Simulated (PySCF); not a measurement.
Cl, charge -1, singlet. Base run: LC-WPBE/6-31+G*, TDA (PySCF).

Here is a job for PySCF.
```python
from pyscf import gto, scf, dft, tdscf

mol = gto.Mole()
mol.atom = '''
    Cl    0.000000    0.000000    0.000000
'''
mol.basis = '6-31+g*'
mol.charge = -1
mol.spin = 0
mol.verbose = 4
mol.build()

mf = dft.RKS(mol)
mf.xc = 'lc_wpbe'
mf.kernel()
td = mf.TDA()
td.nstates = 5
td.kernel()
td.analyze()
```

The base run was repeated with changes; each row names its change, and settings that it needs were set with it.

```
change                           first excitation (eV)  oscillator strength of the first  second (eV)
-------------------------------  ---------------------  --------------------------------  -----------
base                                              6.27                             0.188         6.27
basis = aug-cc-pVTZ                               6.71                             0.000         6.71
functional = m062x                                6.06                             0.196         6.06
functional = pbe0                                 5.87                             0.192         5.87
basis = 6-31G*                                   16.29                             0.401        16.29
response = full linear response                   6.26                             0.186         6.26
functional = wb97x                                5.93                             0.190         5.93
nstates = 10                                      6.27                             0.188         6.27
functional = b3lyp                                5.68                             0.198         5.68
basis = cc-pVDZ                                  21.16                             0.000        21.16
functional = camb3lyp                             5.87                             0.198         5.87
```

An iterative solver can miss low states, so a row lists the states that it found.
